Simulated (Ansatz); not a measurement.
H3F3GeSn (SMILES [F][Sn]([F])([F])[GeH3]), singlet, geometry from GFN2-xTB (such geometries of metal compounds can be far from the true shape) (all electrons, no relativity), with bond 8-5 at 1.8 times its length; CASSCF(4,5)/STO-3G in Ansatz (a quantum-chemistry and plane-wave program).

Ansatz was given this input:
Ansatz 0.2 input:
```yaml
crystal:
  periodic: [false, false, false]
  atoms:
    - {symbol: F, position_ang: [1.56133770, -0.47982038, 1.68670154]}
    - {symbol: Sn, position_ang: [0.64424846, -0.02295246, -0.04826447]}
    - {symbol: F, position_ang: [1.46543808, 1.71951921, -0.63930430]}
    - {symbol: F, position_ang: [1.29966510, -1.39383574, -1.37151655]}
    - {symbol: Ge, position_ang: [-1.99483229, 0.07106933, 0.14944470]}
    - {symbol: H, position_ang: [-2.33724907, 1.29946100, 0.95871093]}
    - {symbol: H, position_ang: [-2.43471339, -1.19571863, 0.84432601]}
    - {symbol: H, position_ang: [-2.98296508, 0.22555388, -2.37850216]}
basis:
  gaussian:
    orbitals: STO-3G
hamiltonian:
  xc: hf
magnetization: {spin_polarized: false}
correlation: {active_space: {window: {electrons: 4, orbitals: 5}}}
```

It wrote (shortened):

```
Functional definition: HF
804 factors; integrals over basis functions are off by at most 3.3e-5 eV
mean field evaluation 1: about -226138.0486 eV, gradient 3.3e1 eV
mean field evaluation 2: about -226138.1132 eV, gradient 3.3e1 eV
mean field evaluation 4: about -226145.9516 eV, gradient 3.3e0 eV
mean field evaluation 8: about -226146.0339 eV, gradient 1.8e-4 eV
mean field -226146.03385269 eV, -8310.7134567989 hartree, gradient 2.9e-6 eV, S^2 0.000000; 0 other end points of the search recorded, 0 dependent functions left out
reference -226146.03385269 eV, -8310.7134567989 hartree; 56, 56 occupied and 7, 7 virtual orbitals, 804 factors
state -226149.43243206 eV, -8310.8383522873 hartree
2 active orbitals were swapped for others, from the solution at -226149.42624686 eV, -8310.8381249852 hartree to that at -226149.43243206 eV, -8310.8383522873 hartree; typed "places" are swapped only where nearly empty or full, and so, without "given_window_search", are "orbital_numbers", "shells" and a window whose orbitals a file names under [Active]
Total energy: -226149.43243206 eV, -8310.8383522873 hartree
```
